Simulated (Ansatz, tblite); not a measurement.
Removing an electron: AlGe₂₅H₃₄⁻, a doped nanocrystal cut from the lattice of germanium (Al on a surface site). The state is a singlet with charge -1. Geometry: r2SCAN-D4/def2-SVP. Ansatz, gas phase; energy differences of separate SCF runs; the oxidised species was run as a doublet alone.

Cartesian coordinates in Å:
```
Ge -3.883 1.683 2.375
Ge -2.008 -2.108 3.523
Ge -1.691 4.351 0.829
Ge 2.493 3.541 -0.042
Al 1.946 -2.765 3.030
Ge 3.996 0.143 1.097
Ge 0.087 0.783 1.860
Ge -2.645 -1.169 -0.267
Ge -0.407 1.690 -2.012
Ge 1.188 -1.824 -0.952
Ge -0.901 -4.637 0.645
Ge 3.488 0.944 -2.776
Ge 0.082 -1.136 -4.891
Ge -1.583 2.490 2.396
Ge 0.188 -1.034 3.510
Ge -4.416 0.359 0.406
Ge -2.570 -3.007 1.331
Ge 2.302 1.812 1.666
Ge -1.869 3.565 -1.466
Ge 1.835 2.629 -2.201
Ge 4.147 -1.614 2.785
Ge 1.303 -3.596 0.744
Ge 3.396 -0.793 -1.079
Ge -0.451 -0.104 -0.351
Ge -1.169 0.811 -4.151
Ge 0.523 -2.737 -3.113
H -4.811 2.923 2.374
H -4.222 0.882 3.646
H -1.965 -3.308 4.504
H -3.179 -1.217 4.005
H -2.954 5.190 1.144
H -0.487 5.303 0.958
H 3.979 3.968 -0.134
H 1.690 4.823 0.264
H 1.914 -3.952 4.119
H 5.307 0.949 0.875
H -3.008 -1.701 -1.678
H -1.000 -5.836 1.621
H -1.290 -5.184 -0.750
H 4.880 1.618 -2.798
H 3.236 0.395 -4.198
H 1.406 -0.651 -5.514
H -0.709 -1.822 -6.032
H -1.309 3.079 3.803
H 0.244 -0.266 4.864
H -5.697 -0.457 0.702
H -4.774 1.326 -0.743
H -3.989 -3.636 1.370
H 2.668 2.458 3.028
H -1.549 4.728 -2.436
H -3.339 3.172 -1.730
H 1.802 3.755 -3.266
H 4.709 -0.864 4.025
H 5.344 -2.477 2.296
H 2.246 -4.629 0.058
H 4.417 -1.897 -1.458
H -2.657 0.421 -4.014
H -1.101 1.910 -5.238
H -0.777 -3.551 -2.935
H 1.593 -3.728 -3.628
```

The xTB rows come from tblite. Single mean-field runs in def2-SVP are fitted with def2-universal-jkfit. HOMO above LUMO, or a gap near zero within one spin, warns that the state may not be the lowest or that an electron is smeared out.

```csv
level,−HOMO (eV),vertical IE (eV),−LUMO (eV),HOMO–LUMO gap (eV),remarks
GFN1-xTB,9.28,10.43,6.49,2.79,–
GFN2-xTB,7.09,8.42,4.04,3.05,–
PBE-D4/def2-SVP,3.02,4.51,-0.49,3.51,gap within one spin near zero (doublet)
B97M-V/def2-SVP,3.32,4.76,-0.59,3.91,gap within one spin near zero (doublet)
PBE0-D4/def2-SVP,3.92,4.92,-1.17,5.09,–
```

  Raw xTB energy differences between charge states are shifted by several eV; the methods need an empirical correction for them.
